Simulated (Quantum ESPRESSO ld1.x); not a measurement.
Q: These are the eigenvalues of the occupied orbitals of an atom or ion with whole-number occupations (eV). Method: Dirac Kohn-Sham, rPW86 exchange with PBE correlation, spin-unpolarised, spherical densities, point nucleus; computed with ld1.x of Quantum ESPRESSO 7.5.

orbital  eigenvalue
1s1/2      -57341.2
2s1/2      -9637.64
2p1/2      -9177.82
2p3/2      -8260.48
3s1/2      -2170.94
3p1/2      -1969.42
3p3/2      -1776.72
3d3/2      -1432.96
3d5/2      -1390.89
4s1/2      -440.198
4p1/2      -359.639
4p3/2      -316.483
4d3/2      -184.122
4d5/2      -176.284
5s1/2      -66.0590
5p1/2      -44.4633
5p3/2      -39.1503
4f5/2      -17.9217
4f7/2      -16.8403

Which element is it, and in what charge state? The configuration may be excited. Open shells, if any, fill j = l - 1/2 first.

A: Z = 68, erbium, charge +2: Er2+ in [Xe] 4f12. The list shows which subshells hold electrons but not how many an open one holds; the 1s level, -2107.3 hartree, gives Z - s = 64.9 by -(Z - s)^2/2, which with screening and relativity narrows Z to a few neighbours, and the depths of the outer levels then fix element, charge and occupations together.
